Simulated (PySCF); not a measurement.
Highest harmonic wavenumber (cm⁻¹) of eight silicon and germanium compounds: PBE-D3(BJ) beside PBE0-D3(BJ), computed with PySCF for isolated molecules in the bases named; differences from unrounded values. The eight are the first of their class met in an unordered collection, after screening for sound electronic states; none was chosen by its value. Each level has its own optimised geometry.

| molecule | basis | PBE0-D3(BJ) | PBE-D3(BJ) | difference |
|---|---|---|---|---|
| SiBr₂, SMILES [Si](Br)Br (connectivity only; charge and spin as stated), neutral, multiplicity 1 | def2-TZVP | 407 | 389 | -18 |
| CH3FO2Si, SMILES O=CO[SiH2]F | def2-SVP | 3085 | 2970 | -115 |
| CH₄ClFOSi, SMILES C[Si](O)(F)Cl | def2-SVP | 3933 | 3766 | -167 |
| C₂H₉NOSi, SMILES CO[Si@H](C)N | def2-SVP | 3727 | 3614 | -113 |
| Si(H)(vinyl)(OH)(OMe) (C3H8O2Si), SMILES C=C[SiH](O)OC | def2-SVP | 3920 | 3747 | -172 |
| CH₉GeNSi, SMILES C[SiH2][NH][GeH3] | def2-SVP | 3635 | 3515 | -121 |
| C2H7FSi3, SMILES C1[Si@@H]([SiH2]C=1)[SiH2]F | def2-SVP | 3170 | 3073 | -97 |
| C4H9FSi, SMILES F/C=C\[SiH2]CC | def2-SVP | 3215 | 3118 | -98 |

PBE-D3(BJ) lies below PBE0-D3(BJ) in 8 and above it in 0 of the eight; the mean signed difference is -113 and the largest -172 cm⁻¹.
